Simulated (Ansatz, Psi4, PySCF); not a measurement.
Species: C$_{2}$H$_{6}$BO$_{2}$, net charge 0, doublet state. SMILES: C([CH2])B(O)O
Geometry from a B3LYP-D3(BJ)/def2-TZVP (Ansatz, a quantum-chemistry and plane-wave program) optimisation:
```
B
O 1 1.3635
H 2 0.9645 1 112.57
O 1 1.3727 2 117.79 3 1.52
H 4 0.9609 1 114.19 2 -178.99
C 1 1.5910 2 118.82 3 -176.43
H 6 1.0932 1 108.54 2 -25.18
H 6 1.0949 7 108.08 1 119.64
C 6 1.4872 7 110.88 8 121.62
H 9 1.0809 6 120.37 7 38.73
H 9 1.0814 10 117.66 6 -169.61
```
Charge 0, spin multiplicity 2.

Property: size of the dipole moment, in D. Set-up: non-relativistic; 6-311+G** with 5d; dispersion terms only where a functional's name holds one; open shells spin-unrestricted; 6-31G* and kin with 6d, 5d where marked; LANL2DZ all-electron up to Ne; no spin-orbit coupling. Ab initio and DFT rows: single points at B3LYP-D3(BJ) geometries (Ansatz).

```tsv
level	program	size of the dipole moment (D)
SVWN5/6-31G*	Ansatz	1.49
PBE/STO-3G	Ansatz	1.58
PBE/3-21G	Ansatz	1.66
PBE/LANL2DZ	Ansatz	1.75
PBE/6-31G*	Ansatz	1.44
PBE/def2-SVP	Ansatz	1.43
B3LYP/STO-3G	Ansatz	1.50
B3LYP/LANL2DZ	Ansatz	1.80
B3LYP/6-31G*	Ansatz	1.47
B3LYP/def2-SVP	Ansatz	1.45
B3LYP/cc-pVDZ	Ansatz	1.39
M06-2X/6-311+G**	PySCF	1.48
wB97X-D/6-31G*	Psi4	1.50
```

No value to compare with is used here. The 13 habitual levels span 1.39 (B3LYP/cc-pVDZ) to 1.80 D (B3LYP/LANL2DZ).

The levels are drawn from those run, B3LYP/6-31G* more often than the rest, none by its result; left out are runs that failed, that the program found above a lower state of the same kind, or whose <S^2> lies over 0.5 above the pure value.
